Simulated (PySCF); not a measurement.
## Dipole response of S (sulfur, neutral)

[Ne] 3s2 3p4, high-spin 3P determinant. Calculation: PySCF 2.14, in aug-cc-pV(5+d)Z; the non-relativistic Hamiltonian (point nucleus). Coupled (time-dependent) response in atomic units; α is the mean over directions.

```tsv
method	mean α (bohr³)	α xx, yy, zz	C₆ (like pair)	S(−4)
r2SCAN0	19.79	18.52, 22.34, 18.52	138.5	108.9
```

S(−4) is the Cauchy moment in α(ω) = α(0) + S(−4) ω² + …

Reference α: 19.4 ± 0.1 bohr³ (recommended; Schwerdtfeger and Nagle, table of static dipole polarizabilities (2023 update)). Published C₆: 134.0 (Chu and Dalgarno (2004); Tang, Norbeck and Certain (1976)).

α(iu) at r2SCAN0:

```json
{"u (hartree)": "0", "α(iu) (bohr³)": "19.79"}
{"u (hartree)": "0.0500", "α(iu) (bohr³)": "19.53"}
{"u (hartree)": "0.100", "α(iu) (bohr³)": "18.78"}
{"u (hartree)": "0.200", "α(iu) (bohr³)": "16.40"}
{"u (hartree)": "0.300", "α(iu) (bohr³)": "13.71"}
{"u (hartree)": "0.500", "α(iu) (bohr³)": "9.293"}
{"u (hartree)": "0.750", "α(iu) (bohr³)": "5.890"}
{"u (hartree)": "1.00", "α(iu) (bohr³)": "3.967"}
{"u (hartree)": "1.50", "α(iu) (bohr³)": "2.110"}
{"u (hartree)": "2.00", "α(iu) (bohr³)": "1.308"}
{"u (hartree)": "3.00", "α(iu) (bohr³)": "0.6585"}
{"u (hartree)": "5.00", "α(iu) (bohr³)": "0.2826"}
```

A single London oscillator, α(iu) = α/(1 + u²/ω²), gives C₆ = (3/4) ω α². Matching the computed C₆ needs ω = 4 × 138.5 / (3 × 19.79²) = 0.472 hartree.

The components differ because the open shell of this determinant is not spherical; for a pure term their mean is the scalar polarisability.
